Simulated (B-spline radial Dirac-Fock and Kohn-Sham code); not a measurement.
**Energy-loss ionisation edge M4 (3d3/2) of Au**

System: atomic gold, [Xe] 4f14 5d10 6s1. The computed values come from a radial B-spline solver: the first Born approximation with generalised oscillator strengths from a Dirac-Hartree-Slater potential (longitudinal and transverse terms; continuum final states only, so no white lines or fine structure). The edge is taken at 2291.0 eV (tabulated value).

Partial cross sections σ(β, Δ) in barn, integrated over a window Δ above the edge and up to the collection semi-angle β, for parallel illumination:

```
E₀ (kV)  β (mrad)  Δ = 25 eV  Δ = 50 eV  Δ = 100 eV  Δ = 200 eV  Δ = 300 eV
     60        10       1.21       6.74        21.0        46.9        68.0
     60        20       3.82       21.2        66.2         149         217
     60       100       17.8       92.0         286         656         980
     80        20       4.45       24.7        77.4         175         256
     80        50       11.0       59.4         186         426         632
    100        20       4.86       27.1        85.0         192         283
    100        50          ?          ?           ?           ?           ?
    100       100       15.1       76.9         239         549         822
    120        10       2.16       12.1        37.8        84.9         124
    120        20       5.15       28.7        90.2         205         302
    200        10       3.00       16.8        53.0         120         176
    200        20       5.75       32.0         101         230         341
    300        20       6.12       33.9         107         245         364
    300        50       9.21       48.1         150         346         519
```

Question: Give the row for 100 kV and 50 mrad.

Answer: 10.7 b for 25 eV, 57.9 b for 50 eV, 182 b for 100 eV, 416 b for 200 eV, 619 b for 300 eV.
